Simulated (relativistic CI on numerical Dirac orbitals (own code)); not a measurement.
# Crystal-field levels of Pt⁵⁺, 5d5

Calculated by Dirac-Coulomb-Breit CI, separate exchange-only KLI orbitals for each configuration, model QED (radiative potential, 1s self-energy scaled to tabulated hydrogen-like ionisation energies), valence Slater integrals scaled by 0.75, one configuration in a parametric crystal field (own radial code).

Field parameters in Wybourne normalisation: Oh B⁴₀ = 21Dq, B⁴₄ = √(5/14) B⁴₀. The field is a parameter set, without covalency.

S is read from ⟨S²⟩ = S(S + 1).

Levels (cm⁻¹, degeneracy): 0 (2), 10367 (4), 30150 (4), 34013 (2), 35685 (4), 37358 (2), 40860 (2), 41088 (4), 41258 (2), 41525 (4), 43984 (4), 46011 (2).

Which field gives this pattern?
A. Oh, 10Dq = 41950 cm⁻¹
B. Oh, 10Dq = 18000 cm⁻¹
C. Oh, 10Dq = 33950 cm⁻¹
D. Oh, 10Dq = 10000 cm⁻¹

A. Oh, 10Dq = 41950 cm⁻¹, ground level with S = 0.62.
